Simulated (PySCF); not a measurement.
CH₇AlSi (SMILES [CH3][AlH][SiH3]), singlet, geometry from GFN2-xTB (such geometries of metal compounds can be far from the true shape); PBE0/6-31G*, polarisability (PySCF).

The PySCF input:
```python
from pyscf import gto, scf, dft
from pyscf.prop import polarizability

mol = gto.Mole()
mol.atom = '''
    Al   -0.52762102    0.18455813   -0.56967117
    H    -1.67561987   -0.51044926   -1.39010234
    C    -0.30816418    2.09688296   -1.07942008
    H     0.66079778    2.34035447   -1.53534615
    H    -0.43596893    2.80916986   -0.25332080
    H    -1.07264723    2.35236674   -1.82825109
    Si    0.61038719   -1.22783734    1.03844196
    H     0.58848911   -0.73296185    2.43537053
    H     2.05193696   -1.45536289    0.78157265
    H     0.04564996   -2.59394762    1.13413552
'''
mol.basis = '6-31g*'
mol.verbose = 4
mol.build()

mf = dft.RKS(mol)
mf.xc = 'pbe0'
mf.kernel()
alpha = mf.Polarizability().polarizability()[2, 2]
print('alpha_zz =', alpha)
```

What the program printed (banner, timings and long lists left out):

```
site-packages/pyscf/prop/efg/rhf.py:45: UserWarning: Module EFG is under testing
  warnings.warn('Module EFG is under testing')
site-packages/pyscf/prop/efg/dhf.py:30: UserWarning: Module EFG is under testing
  warnings.warn('Module EFG is under testing')
site-packages/pyscf/prop/zfs/uhf.py:40: UserWarning: Module ZFS is under testing
  warnings.warn('Module ZFS is under testing')
site-packages/pyscf/prop/gtensor/uhf.py:43: UserWarning: Module g-tensor is under testing
  warnings.warn('Module g-tensor is under testing')
site-packages/pyscf/prop/gtensor/uks.py:41: UserWarning: Module g-tensor is under testing
  warnings.warn('Module g-tensor is under testing')
site-packages/pyscf/prop/hfc/uks.py:35: UserWarning: Module HFC is under testing
  warnings.warn('Module HFC is under testing')
site-packages/pyscf/prop/magnetizability/rhf.py:39: UserWarning: Module magnetizability is under testing
  warnings.warn('Module magnetizability is under testing')
site-packages/pyscf/prop/magnetizability/uhf.py:37: UserWarning: Module magnetizability is under testing
  warnings.warn('Module magnetizability is under testing')
site-packages/pyscf/prop/magnetizability/rks.py:37: UserWarning: Module magnetizability is under testing
  warnings.warn('Module magnetizability is under testing')
site-packages/pyscf/prop/magnetizability/uks.py:39: UserWarning: Module magnetizability is under testing
  warnings.warn('Module magnetizability is under testing')
site-packages/pyscf/prop/polarizability/uhf.py:34: UserWarning: Module polarizability is under testing
  warnings.warn('Module polarizability is under testing')
site-packages/pyscf/prop/polarizability/rks.py:29: UserWarning: Module polarizability is under testing
  warnings.warn('Module polarizability is under testing')
site-packages/pyscf/prop/polarizability/uks.py:29: UserWarning: Module polarizability is under testing
  warnings.warn('Module polarizability is under testing')
PySCF version 2.14.0

[INPUT] verbose = 4
[INPUT] num. atoms = 10
[INPUT] num. electrons = 40
[INPUT] charge = 0
[INPUT] spin (= nelec alpha-beta = 2S) = 0
[INPUT] symmetry False subgroup None
[INPUT] Mole.unit = angstrom
[INPUT] Symbol           X                Y                Z      unit          X                Y                Z       unit  Magmom
[INPUT]  1 Al    -0.527621020000   0.184558130000  -0.569671170000 AA   -0.997059225364   0.348764319762  -1.076522492361 Bohr   0.0
[INPUT]  2 H     -1.675619870000  -0.510449260000  -1.390102340000 AA   -3.166462643179  -0.964609301887  -2.626912707717 Bohr   0.0
[INPUT]  3 C     -0.308164180000   2.096882960000  -1.079420080000 AA   -0.582345901601   3.962534509667  -2.039808324556 Bohr   0.0
[INPUT]  4 H      0.660797780000   2.340354470000  -1.535346150000 AA    1.248726827921   4.422628982702  -2.901383729905 Bohr   0.0
[INPUT]  5 H     -0.435968930000   2.809169860000  -0.253320800000 AA   -0.823861876520   5.308561672783  -0.478706933656 Bohr   0.0
[INPUT]  6 H     -1.072647230000   2.352366740000  -1.828251090000 AA   -2.027009492973   4.445328883136  -3.454893847038 Bohr   0.0
[INPUT]  7 Si     0.610387190000  -1.227837340000   1.038441960000 AA    1.153464619043  -2.320276298114   1.962370900657 Bohr   0.0
[INPUT]  8 H      0.588489110000  -0.732961850000   2.435370530000 AA    1.112083245189  -1.385097156255   4.602183313537 Bohr   0.0
[INPUT]  9 H      2.051936960000  -1.455362890000   0.781572650000 AA    3.877598879273  -2.750237273956   1.476958254951 Bohr   0.0
[INPUT] 10 H      0.045649960000  -2.593947620000   1.134135520000 AA    0.086265921997  -4.901850583267   2.143205520941 Bohr   0.0

nuclear repulsion = 127.0324784694
number of shells = 36
number of NR pGTOs = 157
number of NR cGTOs = 64
basis = 6-31g*
ecp = {}

******** <class 'pyscf.dft.rks.RKS'> ********
method = RKS
initial guess = minao
damping factor = 0
level_shift factor = 0
DIIS = <class 'pyscf.scf.diis.CDIIS'>
diis_start_cycle = 1
diis_space = 8
diis_damp = 0
SCF conv_tol = 1e-09
SCF conv_tol_grad = None
SCF max_cycles = 50
direct_scf = True
direct_scf_tol = 1e-13
XC library pyscf.dft.libxc version 7.1.2
    S. Lehtola, C. Steigemann, M. J. T. Oliveira, and M. A. L. Marques,  SoftwareX 7, 1–5 (2018)
XC functionals = pbe0
    C. Adamo and V. Barone,  J. Chem. Phys. 110, 6158 (1999)
    M. Ernzerhof and G. E. Scuseria,  J. Chem. Phys. 110, 5029 (1999)
radial grids:
    Treutler-Ahlrichs [JCP 102, 346 (1995); DOI:10.1063/1.469408] (M4) radial grids

becke partition: Becke, JCP 88, 2547 (1988); DOI:10.1063/1.454033
pruning grids: <function nwchem_prune>
grids dens level: 3
symmetrized grids: False
atomic radii adjust function: <function treutler_atomic_radii_adjust>
small_rho_cutoff = 0
Set gradient conv threshold to 3.16228e-05
Initial guess from minao.
tot grids = 121136
init E= -573.610699459255
  HOMO = -0.287841783584434  LUMO = -0.093077911741422  gap/eV = 5.29979
cycle= 1 E= -573.849108408195  delta_E= -0.238  |g|= 0.36  |ddm|= 2.44
  HOMO = -0.241824903128383  LUMO = -0.0682562237204833  gap/eV = 4.72304
cycle= 2 E= -573.836608587688  delta_E= 0.0125  |g|= 0.411  |ddm|= 0.714
  HOMO = -0.275841924143115  LUMO = -0.0655098747774323  gap/eV = 5.72343
cycle= 3 E= -573.885734562004  delta_E= -0.0491  |g|= 0.0259  |ddm|= 0.405
  HOMO = -0.278026306857788  LUMO = -0.0639542137826323  gap/eV = 5.82520
cycle= 4 E= -573.8859819037  delta_E= -0.000247  |g|= 0.00638  |ddm|= 0.0471
  HOMO = -0.278306306367802  LUMO = -0.0647148033749012  gap/eV = 5.81212
cycle= 5 E= -573.885999701634  delta_E= -1.78e-05  |g|= 0.000858  |ddm|= 0.0121
  HOMO = -0.278138070313737  LUMO = -0.064544769803828  gap/eV = 5.81217
cycle= 6 E= -573.886000022005  delta_E= -3.2e-07  |g|= 0.000104  |ddm|= 0.00159
  HOMO = -0.27814374034562  LUMO = -0.0645568326120891  gap/eV = 5.81200
cycle= 7 E= -573.886000026281  delta_E= -4.28e-09  |g|= 1.76e-05  |ddm|= 0.000227
  HOMO = -0.278141507235074  LUMO = -0.0645540259868134  gap/eV = 5.81201
cycle= 8 E= -573.886000026408  delta_E= -1.27e-10  |g|= 4.94e-06  |ddm|= 3.62e-05
  HOMO = -0.278143044031751  LUMO = -0.0645549884219663  gap/eV = 5.81203
Extra cycle  E= -573.886000026414  delta_E= -6.59e-12  |g|= 3.24e-06  |ddm|= 1.39e-05
converged SCF energy = -573.886000026414
Isotropic polarizability 61.5037345309
Polarizability anisotropy 11.7305577086
alpha_zz = 60.46061432245372
```
